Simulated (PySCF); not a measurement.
TaOF3, SMILES [O]=[Ta]([F])([F])[F], multiplicity 1. Atoms are numbered in the order given.

```xyz
5

Ta     0.0000     0.0000    -0.0101
O      0.0000     0.0000    -1.7283
F     -1.5587     0.8999     0.5395
F      1.5587     0.8999     0.5395
F      0.0000    -1.7998     0.5395
```

Geometry optimised at B3LYP-D3(BJ)/def2-SVP. The multiplicity is an assumed one; other spin states were not compared. The isomer is the one that the SMILES or the coordinates give; other isomers of the formula were not compared. The def2 effective core potentials stand for the cores of Ta; spin–orbit coupling is left out.

Computed with PBE/def2-TZVP in PySCF.

ESP charges are fitted to the potential on shells at 1.4 to 2.0 van der Waals radii. Atomic charges (e):

| atom | Mulliken | ESP fit | Löwdin |
|---|---|---|---|
| Ta1 | 1.50 | 1.49 | 0.83 |
| O2 | -0.45 | -0.52 | -0.26 |
| F3 | -0.35 | -0.32 | -0.19 |
| F4 | -0.35 | -0.32 | -0.19 |
| F5 | -0.35 | -0.32 | -0.19 |
